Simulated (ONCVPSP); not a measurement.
**Pseudopotential generation for zinc (Zn): ONCV, LDA (Perdew-Wang 92), scalar-relativistic.**

* Element: Zn
* Generator: ONCVPSP 4.0.1
* Type: optimised norm-conserving Vanderbilt (ONCV)
* Functional: LDA (Perdew-Wang 92)
* Relativity: scalar-relativistic
* Frozen core: [Ne]
* Valence charge: 20
* Reference configuration: 3s2 3p6 3d9 (charge +3)
* Partial waves: 3s: rc 1.05 bohr, ncon 4, nbas 8, qcut 8.9 1/bohr, 2 projectors, debl 1.8 Ha; 3p: rc 0.80 bohr, ncon 4, nbas 7, qcut 17.8 1/bohr, 2 projectors, debl 1.1 Ha; 3d: rc 1.35 bohr, ncon 4, nbas 9, qcut 11.5 1/bohr, 2 projectors, debl 1.2 Ha
* Local potential: polynomial inside 0.75 bohr (lpopt 5, dvloc0 3 Ha)
* Core correction: Teter function, fcfact 4.75, rcfact 1.45

In the s channel the program set the typed energies aside and used -6.267, 0.250 Ha. In the p channel the program set the typed energies aside and used -4.593, 0.250 Ha. In the d channel the program set the typed energies aside and used -1.877, 0.250 Ha.

All-electron outer shells of the reference configuration (LDA (PZ), scalar-relativistic, ld1.x):

| shell | level (eV) | outermost node (bohr) | outermost maximum (bohr) |
| --- | --- | --- | --- |
| 3s | -170.53 | 0.28 | 0.59 |
| 3p | -124.98 | 0.25 | 0.59 |
| 3d | -51.06 | – | 0.56 |

(1) Estimate the cutoffs (Ha) at which the residual kinetic energy of the hardest occupied pseudo-wave falls to 1 and 0.1 mHa per electron.

(2) Does the potential have ghost states?

## Answers

(1) 95 Ha and 131 Ha.

(2) No bound ghost flagged; no localised positive-energy state flagged.

Its largest configuration-test error is +68 meV (3s2 3p6 3d10). 1 of 4 tests not solved or not reliable.
